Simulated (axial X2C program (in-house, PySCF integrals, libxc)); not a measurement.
# Which molecule has these constants?

All values come from calculations with an axial X2C code built on PySCF integrals, spin-free (one-electron X2C) or two-component (2c: spin–orbit coupling with atomic mean-field Coulomb and Gaunt terms, which also bring small scalar terms), in Dyall basis sets with cores contracted in-house; open shells are unrestricted.

A two-component PBE0 calculation in a Dyall 3-zeta basis gave Re = 3.255 Å, ωe = 137.0 cm⁻¹, dipole magnitude 9.39 D, Ω = 3/2.

**Question.** Which molecule is it?
A. LiSn
B. KSn
C. NaSn
D. SnH

**Answer.** B. The others have SnH 1.780 Å and 1705.7 cm⁻¹ (Ω = 1/2); LiSn 2.585 Å and 363.2 cm⁻¹ (Ω = 3/2); NaSn 2.916 Å and 182.7 cm⁻¹ (Ω = 3/2).

Each entry is the lowest single determinant of a limited PBE0 search at one distance. De goes to single-determinant-based atoms at the same level (for ions the charge split of lowest energy) and is withheld (n/a) where an atom does not fit its ground term or J level. Main or longest-lived isotopes. One determinant is a doubtful description, or other states lie close, for KSn, LiSn, NaSn; these need not be ground states, and all values refer to the states named. With several unpaired electrons the Ω given is that of one determinant, not necessarily of the lowest component. The functionals have no current term, which raises determinants with orbital currents.
